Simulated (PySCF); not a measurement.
# Spectroscopy problems

- geometry: GFN2-xTB
- shieldings: GIAO PBE0/pcSseg-1
- run in PySCF 2.14
- non-relativistic Hamiltonian, in vacuum, rapidly exchanging positions averaged, a single conformation

Referencing at the same level of theory: ¹H and ¹³C against TMS. Where no couplings were computed, multiplicities follow the n + 1 count of equivalent neighbours, and m marks all less simple cases (inequivalent or close neighbours, rings, F or P nearby). Shifts are as computed. Against solution values, carbons near 30 ppm lie about +3 ppm off and those near 130 ppm about +5 ppm; carbons on Cl a further +6 ppm. Of 1211 compounds with measured shifts, 218 miss one by over three times the rms of a fit or turn the order of signals round; such compounds aren't used in these exercises. Carbons bonded to Cl come out too deshielded.

Problem. C5H7Cl. ¹H NMR (300 MHz, computed): δ 4.15 (m, 1H), 1.98 (m, 1H), 1.74 (m, 1H), 1.68 (s, 3H), 1.23 (m, 1H). ¹³C{¹H} NMR (computed): δ 70.6, 30.3, 24.3, 18.1, 13.9. Give a structure.

Solution. `C[C@@]12C[C@@H]1[C@@H]2Cl`. The formula gives 2 degrees of unsaturation (2 rings in the answer). 5 carbon signals for 5 carbons: no two carbons are equivalent. Carbon types of the structure: 1 × C, 2 × CH, 1 × CH2, 1 × CH3, which accounts for all hydrogens. δC 70.6, 30.3, 24.3, 18.1: three-membered-ring carbon. δC 13.9: methyl carbon; aliphatic region, no heteroatom directly attached. δH 4.15, 1.98, 1.74, 1.23: hydrogen on a three-membered-ring carbon. δH 1.68: hydrogen on a methyl carbon; far from electronegative atoms and π systems.

The data come from this structure; uniqueness wasn't tested.

Problem. C6H12O2. ¹H NMR (400 MHz, computed): δ 2.06 (s, 3H), 1.52 (s, 9H). ¹³C{¹H} NMR (computed): δ 176.1, 80.6, 28.8, 25.0. What is it?

Solution. `InChI=1S/C6H12O2/c1-5(7)8-6(2,3)4/h1-4H3`. Rings plus π bonds: 1 (no ring in the answer). 4 carbon signals for 6 carbons: some carbons are equivalent by symmetry or fast rotation. Carbon types of the structure: 2 × C, 4 × CH3, which accounts for all hydrogens. δC 176.1: ester carbonyl carbon; lone-pair donation from the attached heteroatom keeps it upfield of a ketone carbonyl. δC 80.6: fully substituted sp3 carbon bonded to O; the inductive effect lowers its shielding. δC 25.0: methyl carbon α to a carbonyl; α to the electron-withdrawing carbonyl group. δH 2.06: hydrogen on a methyl carbon α to a carbonyl; α to C=O.

The data come from this structure; uniqueness wasn't tested.
